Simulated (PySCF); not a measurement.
CH₄SSi, neutral, multiplicity 1. Atoms are numbered in the order given.

```xyz
7

Si     0.6723    -0.5643     0.3817
C      1.3929     1.1477    -0.0086
H      1.1239     1.8115     0.8239
H      1.0105     1.6012    -0.9264
H      2.4842     1.1114    -0.0516
S     -1.2852    -0.1368    -0.3208
H     -1.8252    -1.3212    -0.0040
```
Charge 0, spin multiplicity 1.

Coordinates come from a ωB97X-D3(BJ)/def2-TZVP optimisation. The values are those of a single conformer.

Computed with PySCF with TDA-ωB97X/def2-SVPD.

Vertical excitations. 

```json
[
 {"state": "S1", "energy (eV)": "3.36", "λ (nm)": "369", "f": "0.036", "main pairs": "HOMO→LUMO 97 %"},
 {"state": "S2", "energy (eV)": "5.56", "λ (nm)": "223", "f": "0.012", "main pairs": "HOMO−1→LUMO 79 %"},
 {"state": "S3", "energy (eV)": "5.76", "λ (nm)": "215", "f": "0.001", "main pairs": "HOMO−2→LUMO 97 %"},
 {"state": "S4", "energy (eV)": "6.31", "λ (nm)": "196", "f": "0.027", "main pairs": "HOMO→LUMO+2 49 %, HOMO→LUMO+1 36 %, HOMO→LUMO+3 9 %"},
 {"state": "S5", "energy (eV)": "6.42", "λ (nm)": "193", "f": "0.523", "main pairs": "HOMO→LUMO+1 43 %, HOMO→LUMO+2 32 %, HOMO−1→LUMO 13 %"},
 {"state": "S6", "energy (eV)": "6.96", "λ (nm)": "178", "f": "0.166", "main pairs": "HOMO→LUMO+3 62 %, HOMO→LUMO+2 11 %"},
 {"state": "S7", "energy (eV)": "7.08", "λ (nm)": "175", "f": "0.016", "main pairs": "HOMO−1→LUMO+2 57 %, HOMO−1→LUMO+3 15 %, HOMO−1→LUMO+6 12 %"},
 {"state": "S8", "energy (eV)": "7.55", "λ (nm)": "164", "f": "0.051", "main pairs": "HOMO−1→LUMO+1 84 %"},
 {"state": "S9", "energy (eV)": "7.57", "λ (nm)": "164", "f": "0.185", "main pairs": "HOMO→LUMO+4 36 %, HOMO→LUMO+6 25 %, HOMO→LUMO+7 22 %, HOMO→LUMO+3 6 %"},
 {"state": "S10", "energy (eV)": "7.96", "λ (nm)": "156", "f": "0.000", "main pairs": "HOMO−3→LUMO 83 %"},
 {"state": "T1", "energy (eV)": "1.95", "λ (nm)": "636", "f": "0", "main pairs": "HOMO→LUMO 97 %"},
 {"state": "T2", "energy (eV)": "4.49", "λ (nm)": "276", "f": "0", "main pairs": "HOMO−1→LUMO 97 %"},
 {"state": "T3", "energy (eV)": "4.91", "λ (nm)": "253", "f": "0", "main pairs": "HOMO→LUMO+1 57 %, HOMO→LUMO+2 19 %, HOMO→LUMO+8 9 %"},
 {"state": "T4", "energy (eV)": "5.35", "λ (nm)": "232", "f": "0", "main pairs": "HOMO−2→LUMO 97 %"}
]
```
Triplets are in the Tamm–Dancoff approximation.
